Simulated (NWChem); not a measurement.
Molecule: SnBr, doublet; SMILES [Br][Sn]

```xyz
2

Sn     0.0000     0.0000    -1.0573
Br     0.0000     0.0000     1.5028
```
Atoms are numbered in this order, from 1.

Level: PBE0/def2-SVP with def2 effective core potentials on Sn, spin-unrestricted (NWChem), optimised geometry, unscaled harmonic frequencies. The state is orbitally degenerate and is run as one real component. This build's default masses of Se (78.918 u) and Br (79.917 u) are each other's, which moves their modes by up to 0.6 %. The spin multiplicity was typed, not searched, and may not be the lowest. def2 effective core potentials on Sn; no spin-orbit coupling.

**Question.** List the harmonic frequencies with IR intensities, and the thermochemistry.

**Answer.** 
| frequency (cm⁻¹) | IR intensity (km/mol) |
|---|---|
| 236 | 31.8 |

The zero-point energy comes out as 0.3 kcal/mol and the thermal correction to the enthalpy at 298.15 K (with zero-point energy) is 2.7 kcal/mol. The heat capacity Cv is 6.8 cal/(mol K).

Rigid rotor and harmonic oscillator.
